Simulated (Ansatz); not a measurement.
Consider the redistribution: `C[O][In]([NH2])[NH2]` + `[SiH3][SiH2]S` → `C[O][In]([NH2])[SH]` + `N[SiH2][SiH3]`.

Isolated molecules relaxed with PBE0-D4/def2-TZVP in Ansatz; ΔE leaves out vibrations. CCSD(T)/CBS adds triple-zeta CCSD(T) − MP2 to the extrapolated MP2 energy (def2 sets, frozen cores). This one scheme is used for every species. DFT in def2-TZVPP. B3LYP here is the variant with VWN-RPA as its local correlation; programs differ in this. def2 core potentials past Kr. For In outer-core shells are correlated without core-valence functions, which leaves a few kJ/mol of doubt a bond. One conformer a species, not always the lowest.

| level | ΔE (kcal/mol) |
| --- | --- |
| B3LYP-D4 | -17.8 |
| PBE0 | -17.1 |

(1) What does CCSD(T)/CBS give? (Estimate.)

Largest T1 diagnostic among the species: 0.015.

Results:

(1) The calculation gave: -16.3 kcal/mol. The listed levels differ from it by -1.5, -0.8 kcal/mol.

At CCSD(T), def2-SVP lies −1.3 kcal/mol from the extrapolated value and def2-TZVPP −0.4 kcal/mol. From BLYP to BHLYP (50 % exact exchange), in def2-TZVPP and without D4, ΔE moves by −2.2 kcal/mol. In def2-TZVPP, CCSD(T) changes the Hartree–Fock value by +3.5 kcal/mol (the triples alone add +0.4 kcal/mol) and MP2 by +3.6 kcal/mol.
